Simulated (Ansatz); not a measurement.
The first iterations of a band of AsH5OSi (8 atoms, charge 0, multiplicity 1).

Theory: Ansatz, RKS PBE0-D4/def2-SVP.

```json
{
  "movable images": "7",
  "climbing image": "yes",
  "spring": "5.0 eV/Å²",
  "optimiser": "quadratic models (default)",
  "start path": "through a guess of the saddle point",
  "force threshold": "0.05 eV/Å",
  "iteration limit": "60",
  "end points": "relaxed"
}
```

Initial state:

```xyz
8
Properties=species:S:1:pos:R:3
O -1.225 0.328 -1.447
As -0.510 1.234 -0.040
Si 0.607 -0.684 0.806
H -2.127 0.650 -1.564
H 0.756 1.721 -0.752
H 1.624 -0.250 1.815
H 1.275 -1.440 -0.294
H -0.400 -1.561 1.475
```

Final state:

```xyz
8
Properties=species:S:1:pos:R:3
O -0.493 0.744 -1.707
As -1.118 0.731 0.001
Si 0.547 -0.789 0.752
H -1.262 0.730 -2.289
H -0.321 1.940 0.502
H 1.895 -0.397 0.246
H 0.200 -2.151 0.248
H 0.552 -0.808 2.248
```

| iteration | highest image above the first end (eV) | largest band force component (eV/Å) |
| --- | --- | --- |
| 1 | 0.280 | 1.499 |
| 2 | 0.112 | 0.666 |

Does the band converge within its limit, and where does its top end?

It converged. It ended after 6 iterations with the highest image 0.079 eV above the first end. A vibrational analysis at the climbing image gives one clearly imaginary mode, 130i cm⁻¹: a first-order saddle point.

Run time: 62 s on 1 thread of AMD EPYC 9R45 96-Core Processor (Zen 5), with other jobs on the host, peak memory 0.23 GiB.
